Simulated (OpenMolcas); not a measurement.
# Mn2+, Tc2+, Re2+: d5 down the group

```json
{
 "Program": "OpenMolcas 26.06",
 "Method": "SS-CASPT2, IPEA 0.25 Eh, imaginary shift 0.1 Eh",
 "Basis": "ANO-RCC-VTZP",
 "Scalar Hamiltonian": "DKH2, point nucleus",
 "Spin-orbit coupling": "RASSI with atomic mean-field integrals over the reference wave functions, term energies averaged over their components"
}
```

Active space for each ion: 5 electrons in 5 orbitals (d); closed shells correlated by CASPT2: Mn2+ 3s 3p; Tc2+ 4s 4p; Re2+ 5s 5p.

Computed levels in cm-1 above 6S 5/2:

```csv
Level,Mn2+,Tc2+,Re2+
4G 7/2,27920,20900,19160
4G 11/2,27930,20950,20000
4G 9/2,27930,20980,20470
4P 1/2,30710,23650,21530
4D 7/2,33540,24600,23520
4D 1/2,33580,25170,26200
2I 11/2,40820,30860,29020
2I 13/2,40860,31180,31310
2H 11/2,49150,38400,41530
weight of 6S in the lowest level (%),100,99,91
```

Mixed levels, with the weight of the term that names them: Tc2+ 4P 1/2 (75 %), Re2+ 4G 7/2 (72 %), Re2+ 4P 1/2 (61 %), Re2+ 4D 7/2 (75 %), Re2+ 4D 1/2 (64 %).

Measured, with the error of the calculation in %. Measured levels: Mn2+ from Corliss and Sugar, J. Phys. Chem. Ref. Data 6, 1253 (1977); Re2+ from the list in Brasseur, Gamrath and Quinet, At. Data Nucl. Data Tables 157, 101636 (2024).

```json
{"Level": "4G 7/2", "Mn2+": "26860 (+4.0)", "Re2+": "16890 (+13.5)"}
{"Level": "4G 11/2", "Mn2+": "26824 (+4.1)", "Re2+": "18020 (+11.0)"}
{"Level": "4G 9/2", "Mn2+": "", "Re2+": "18346 (+11.6)"}
{"Level": "4D 7/2", "Mn2+": "32307 (+3.8)", "Re2+": "20453 (+15.0)"}
{"Level": "4D 1/2", "Mn2+": "32369 (+3.8)", "Re2+": ""}
{"Level": "2I 11/2", "Mn2+": "39174 (+4.2)", "Re2+": "26170 (+10.9)"}
{"Level": "2I 13/2", "Mn2+": "39176 (+4.3)", "Re2+": "28588 (+9.5)"}
{"Level": "2H 11/2", "Mn2+": "46671 (+5.3)", "Re2+": ""}
```

Without spin-orbit coupling 4G lies 27930, 20920, 19720 cm-1 above 6S in that order; the difference to the level 4G 7/2, of either sign, comes from spin-orbit coupling, which also lowers the zero.

CASPT2 does not keep the components of a term degenerate, so their means are used; among the terms shown or strongly mixed into the levels shown the widest spread is 250 cm-1 (4d5 2I, Tc2+). Levels of configurations with an s electron are missing; early in the row they begin among the upper levels of the d shell and mix with terms of their name (holds for Tc2+). Configurations with an s electron lie low in 5d ions of this charge, fall among these levels and mix in, so low-spin terms can stand far too high, up to twice their true height, and weights are not those of the real levels (holds for Re2+). Measured partners are found by configuration, term and J. A level has none where our copy of the source lacks it or the pairing is in doubt (some pairs that miss far off the trend of their configuration count as doubtful), and it then counts in no deviation. Only configurations of the active space appear.
